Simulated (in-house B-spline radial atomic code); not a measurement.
**RPA and G0W0 on LDA exchange-only: Sb**

Configuration [Kr] 4d10 5s2 5p3, highest spin, mean-field start LDA exchange-only. Computed with a B-spline radial code for spherical atoms: all electrons, scalar-relativistic (spin-free one-electron X2C), finite nucleus, each spin shell either full or empty, empty states to l = 9 with an (l + 1/2)⁻⁴ tail; G0W0 by contour deformation at full frequency.

Spin-orbit coupling, left out, splits p levels strongly here.

Command:
```bash
python run_gw.py task.json out
```
Settings (radii: box in bohr, nucleus in fm):
```
Z                        51
electrons                51
configuration            [Kr] 4d10 5s2 5p3
hamiltonian              x2c
method                   lda,
lmax                     9
rms_radius               4.6802
spin_polarised           True
box_radius               40
intervals                72
```

Time taken, with all properties: 12 s on 1 thread of Arm Neoverse N1, with other jobs on the host.

Energies (hartree):

```json
{"term": "mean-field total", "value": "-6469.78717"}
{"term": "Hartree-Fock functional on these orbitals", "value": "-6477.98482"}
{"term": "direct second order", "value": "-4.5829"}
{"term": "second-order exchange", "value": "1.2644"}
{"term": "SOSEX correction", "value": "1.1669"}
```

(1) What is the RPA correlation energy, and what remains with SOSEX?

Quasi-particle levels (eV):

```tsv
level	occupied	mean field	Σx - vxc	Σc	QP weight	G0W0
5p up	yes	-4.810	-4.29	?	?	?
5p down	no	-2.296	3.34	-2.42	0.867	-1.381
```

G0W0 = mean field + (Σx - vxc) + Σc, with Σc (partial-wave tail included) taken at the quasi-particle energy. Only the outer levels were computed. Levels of low weight are left out.

(2) Where does G0W0 put 5p up?

Answers

(1) RPA gives -3.9651 hartree (-2.12 eV per electron); RPA + SOSEX gives -2.7982, and the second-order doubles -3.3185 hartree (no singles). RPA lacks exchange-type terms and so overcorrelates at short range.

(2) At -8.763 eV, with Σc = 0.34 eV and a quasi-particle weight of 0.693. The tabulated removal energy is 8.608 eV (NIST, measured); the calculation leaves out spin-orbit coupling, Breit and QED terms, and what these don't explain is the method's own error.
